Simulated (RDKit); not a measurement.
Conformational energy of C4H8O3, SMILES C(C(=O)OC)OC. Scanned: dihedral C1–O2–C3–C4 and dihedral O2–C3–C4–O5; all other coordinates were relaxed at GFN2-xTB. Points at φ and −φ are mirror images.

Atom numbering (GFN2-xTB optimised geometry, Å):
```
15

C     -2.4699     0.5942    -0.1208
O     -1.9121    -0.7005    -0.2010
C     -0.7694    -0.8876     0.5802
C      0.4719    -0.1571     0.0778
O      0.5194     0.6283    -0.8279
O      1.5339    -0.5137     0.8118
C      2.7715     0.0932     0.4556
H     -1.7920     1.3509    -0.5219
H     -3.3774     0.5659    -0.7197
H     -2.7235     0.8455     0.9170
H     -0.9387    -0.5775     1.6248
H     -0.5590    -1.9606     0.5708
H      2.7118     1.1763     0.5794
H      3.5178    -0.3279     1.1238
H      3.0156    -0.1293    -0.5847
```

Method: MMFF94 // GFN2-xTB run with RDKit.

Energy in kJ/mol above the lowest grid point; x is the dihedral C1–O2–C3–C4 (°), y the dihedral O2–C3–C4–O5 (°).

```csv
y \ x,-150,-120,-90,-60,-30,0,30,60,90,120,150,180
180,15.4,15.7,8.8,16.0,31.8,40.8,31.8,16.0,8.8,15.7,15.4,12.0
150,14.2,15.2,8.5,8.9,24.4,35.0,30.7,18.9,10.2,14.3,14.0,10.7
120,14.8,16.1,9.7,9.1,20.1,29.8,25.2,16.1,12.7,15.6,14.8,11.4
90,17.8,18.7,11.7,11.3,21.2,29.4,24.8,15.1,15.3,20.3,18.9,14.7
60,16.7,16.7,9.2,10.5,18.4,26.7,21.7,12.9,14.0,20.2,18.5,14.1
30,11.3,10.8,2.1,4.5,13.1,20.0,15.2,4.5,6.3,13.4,12.2,8.4
0,8.3,8.4,0.0,0.5,10.6,16.7,10.6,0.5,0.0,8.4,8.3,5.0
-30,12.2,13.4,6.3,4.5,15.2,20.0,13.1,4.5,2.1,10.8,11.3,8.4
-60,18.5,20.2,14.0,12.9,21.7,26.7,18.4,10.5,9.2,16.7,16.7,14.1
-90,18.9,20.3,15.3,15.1,24.8,29.4,21.2,11.3,11.7,18.7,17.8,14.7
-120,14.8,15.6,12.7,16.1,25.2,29.8,20.1,9.1,9.7,16.1,14.8,11.4
-150,14.0,14.3,10.2,18.9,30.7,35.0,24.4,8.9,8.5,15.2,14.2,10.7
```

The six lowest points that lie below all their neighbours on the grid: x = -90, y = 0 (0.0 kJ/mol); x = 90, y = 0 (0.0 kJ/mol); x = 180, y = 0 (5.0 kJ/mol); x = -90, y = 150 (8.5 kJ/mol); x = 90, y = -150 (8.5 kJ/mol); x = 180, y = -150 (10.7 kJ/mol). The lowest path on the grid from the first to the second passes x = -120, y = 0 at 8.4 kJ/mol.
